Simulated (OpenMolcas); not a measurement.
Ag5+: moving or changing the point charges

Ag5+ among 5 point charges of -2 e arranged as a trigonal bipyramid (D3h), 2.03 Å from the ion.

| Quantity | Value |
| --- | --- |
| Program | OpenMolcas 26.06 |
| Method | SS-CASPT2, IPEA 0.25 Eh, imaginary shift 0.1 Eh (closed shells correlated: 4s 4p) |
| Basis | ANO-RCC-VDZP [6s5p3d1f] |
| Scalar Hamiltonian | DKH2, point nucleus |
| Active space | 6 electrons in 5 orbitals (4d) |
| State averaging | 2S+1 = 5 even, 5 roots; 2S+1 = 3 even, 45 roots; 2S+1 = 1 even, 50 roots |
| Spin-orbit coupling | state interaction with AMFI integrals over the reference wave functions |

Runs around this geometry, states (labels of D3, the rotations of D3h). Energies in cm-1 above the lowest state or level, χT in cm3 K/mol.

| R (Å) | q (e) | Axial / equatorial distance | Ground state | First state of that spin | First gap with spin-orbit (degeneracies) | χT at 300 K | First state of another spin |
| --- | --- | --- | --- | --- | --- | --- | --- |
| 2.03 | -2 | 0.92 | 5E | 5E 3180 | 900 (2, 1) | 4.987 | 3A2 20110 |
| 2.03 | -1 | 1 | 5E | 5E 330 | 170 (2, 2) | 5.389 | 3A2 21350 |
| 1.87 | -2 | 1 | 5E | 5E 660 | 360 (2, 1) | 5.278 | 3A2 18170 |
| 2.03 | -2 | 1 | 5E | 5E 800 | 380 (2, 1) | 5.283 | 3A2 20020 |
| 2.26 | -2 | 1 | 5E | 5E 800 | 360 (2, 2) | 5.309 | 3A2 21340 |

Roots that are degenerate in the reference are averaged as groups; the widest CASPT2 spread within a group is 110 cm-1 (the 2-fold group of multiplicity 5 near 0 cm-1 above the lowest state of its run, R = 2.03, q = -2, ratio = 0.92). Shifts and gaps below about the spread of the groups concerned are not significant. An orbital doublet at a regular site is open to a Jahn-Teller distortion, which this geometry leaves out. Point charges give a weaker field than real ligands, and real ions of this kind are as a rule low spin; the high spin found here belongs to the model. Free-ion shares, where given, are those of the reference states; single-state CASPT2 does not remix them. The ground term spreads over less than 5000 cm-1, several times less than with real ligands, so orbital moments are less quenched and χT lies further from the spin-only value than at real sites (holds for R = 2.03, q = -1, ratio = 1; R = 2.26, q = -2, ratio = 1). Point charges carry no covalency, so the field is a model and not that of real ligands. No measured value stands beside these numbers.
